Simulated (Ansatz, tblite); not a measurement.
Cost and result up the ladder for arachno-B4H10 (B₄H₁₀) (14 atoms). Total charge 0; singlet. Geometry: PBE0-D4/def2-SVP.

```csv
atom,x (Å),y (Å),z (Å)
B1,-1.257,-0.530,0.438
B2,0.379,-0.858,-0.345
B3,0.801,0.878,-0.800
B4,0.308,0.332,0.891
H5,-1.627,-1.367,1.223
H6,1.125,-1.775,-0.149
H7,1.977,1.100,-0.945
H8,1.010,0.144,1.843
H9,-0.781,-1.264,-0.675
H10,-0.891,0.579,1.238
H11,0.574,-0.336,-1.490
H12,0.464,1.506,0.423
H13,-2.093,0.075,-0.193
H14,0.011,1.515,-1.459
```

Ansatz on 4 threads of Arm Neoverse V2 on a shared host; xTB runs through tblite on one thread. Times are rough, summed over both states, and most runs start from the orbitals of an earlier one. PBE0-D4/def2-TZVP serves as the yardstick here, not as an exact answer. The other state is a doublet.

The xTB rows come from tblite. HOMO above LUMO, or a gap near zero within one spin, warns that the state may not be the lowest or that an electron is smeared out.

Raw xTB energies of ions are shifted by several eV.

```json
{"level": "GFN2-xTB", "functions": "26", "wall time": "0.006 s", "vertical IE (eV)": "13.05", "difference from PBE0-D4/def2-TZVP (eV)": "1.83", "remarks": "–"}
{"level": "GFN1-xTB", "functions": "36", "wall time": "0.008 s", "vertical IE (eV)": "14.83", "difference from PBE0-D4/def2-TZVP (eV)": "3.61", "remarks": "–"}
{"level": "PBE-D4/def2-TZVP", "functions": "184", "wall time": "3.8 s", "vertical IE (eV)": "10.83", "difference from PBE0-D4/def2-TZVP (eV)": "-0.39", "remarks": "gap within one spin near zero (+1 doublet)"}
{"level": "PBE0-D4/def2-TZVP (with forces)", "functions": "184", "wall time": "5.3 s", "vertical IE (eV)": "11.22", "difference from PBE0-D4/def2-TZVP (eV)": "0.00", "remarks": "–"}
{"level": "r2SCAN-D4/def2-TZVP", "functions": "184", "wall time": "7.2 s", "vertical IE (eV)": "10.99", "difference from PBE0-D4/def2-TZVP (eV)": "-0.23", "remarks": "–"}
```
